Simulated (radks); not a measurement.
Values are calculated unless marked as measured or tabulated.
Charge is removed step by step from the 3s1/2 level of neutral calcium, starting from [Ar] 4s2. Code: a radial shooting solver on a logarithmic mesh with Libxc functionals. Model: Dirac Kohn-Sham, LDA (Slater exchange, Perdew-Wang correlation), spin-unpolarised, spherical densities, point nucleus.

removed (e),E - E(0) (eV),eigenvalue (eV),E minus straight line (eV)
0,0.000,-46.827,0.000
0.1,4.751,-48.195,-0.647
0.2,9.640,-49.588,-1.156
0.3,14.669,-51.004,-1.524
0.4,19.841,-52.440,-1.750
0.5,25.158,-53.897,-1.831
0.6,30.621,-55.374,-1.765
0.7,36.233,-56.868,-1.551
0.8,41.996,-58.381,-1.187
0.9,47.910,-59.910,-0.670
1,53.978,-61.455,0.000

Removing the whole electron costs 53.978 eV by Delta-SCF, against 46.827 eV from minus the eigenvalue at the starting occupation. Slater's transition state (half an electron removed) gives 53.897 eV. Integrating minus the eigenvalue over the occupation (Janak's theorem) gives 53.978 eV. The mean slope of the eigenvalue, de/dn, is 14.6 eV per electron.
